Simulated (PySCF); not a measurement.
Electron correlation in As²⁺ (arsenic, charge +2)

[Ar] 3d10 4s2 4p1, 2P determinant. Calculation: PySCF 2.14, in Sapporo-DKH3-DZP-2012 (6s5p3d1f, 43 functions); the spin-free X2C one-electron Hamiltonian (Gaussian nucleus). Frozen: [Ar] 3d10; 3 electrons correlated.

MP2 pair energies summed by pair of shells (mhartree):

| pair | energy | share (%) |
| --- | --- | --- |
| 4s-4s | -18.58 | 57.3 |
| 4s-4p | -13.83 | 42.7 |

Total MP2 correlation energy: -32.42 mhartree.

Same-spin part -2.13 and opposite-spin part -30.28 mhartree; SCS-MP2 scales them by 1/3 and 6/5 to -37.05 mhartree.

| level | correlation energy (mhartree) |
| --- | --- |
| CCSD | -47.11 |
| (T) | -0.42 |
| CCSD(T) | -47.53 |

Diagnostics: T1 = 0.0078, D1 = 0.0192, largest double amplitude 0.097.

Cost of the coupled-cluster step: 0.18 s of wall time on 1 thread of Intel(R) Xeon(R) 6975P-C (shared host), for 3 correlated electrons.
